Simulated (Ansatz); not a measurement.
C2H4SSi (`C=C1[SiH2]S1`), 8 atoms. The species carries charge 0 and has multiplicity 1. All runs use 2 threads of an Arm Neoverse V1 on a shared host. Correlated methods freeze the cores.

Give the basis size and wall time and peak host memory of each of these runs in Ansatz. RKS ωB97M-V/def2-QZVPP energy; RHF-CCSD(T)/def2-TZVPP energy; direct RPA on PBE orbitals/def2-TZVPP energy; RKS ωB97M-V/def2-SVP energy; RKS PBE0-D4/def2-QZVPP energy; RKS LC-ωPBE/def2-TZVPP energy; RKS PBE0-D4/def2-SVP energy; RKS ωB97M-V/def2-TZVPP energy and forces; RKS PBE0-D4/def2-TZVP frequencies; RKS PBE0-D4/def2-TZVP relaxation (6 steps); RHF-MP2/def2-QZVPP energy; RHF-CCSD(T)/def2-SVP energy. (Estimate.)

Computed: Other jobs shared the machine, so times are rough.

```csv
level,job,functions,wall time,peak host memory (GiB)
RKS PBE0-D4/def2-SVP,energy,84,1.3 s,0.42
RHF-CCSD(T)/def2-SVP,energy,84,2.6 s,0.42
RKS LC-ωPBE/def2-TZVPP,energy,202,3.2 s,0.42
direct RPA on PBE orbitals/def2-TZVPP,energy,202,5.5 s,0.42
RKS ωB97M-V/def2-SVP,energy,84,6 s,0.42
RKS PBE0-D4/def2-QZVPP,energy,374,9.5 s,1.1
RKS ωB97M-V/def2-TZVPP,energy and forces,202,14 s,0.6
RHF-MP2/def2-QZVPP,energy,374,24 s,1.6
RKS ωB97M-V/def2-QZVPP,energy,374,24 s,1.2
RKS PBE0-D4/def2-TZVP,relaxation (6 steps),160,25 s,0.34
RHF-CCSD(T)/def2-TZVPP,energy,202,69 s,2.4
RKS PBE0-D4/def2-TZVP,frequencies,160,2.2 min,0.42
```

LC-ωPBE has ω = 0.4 bohr⁻¹.
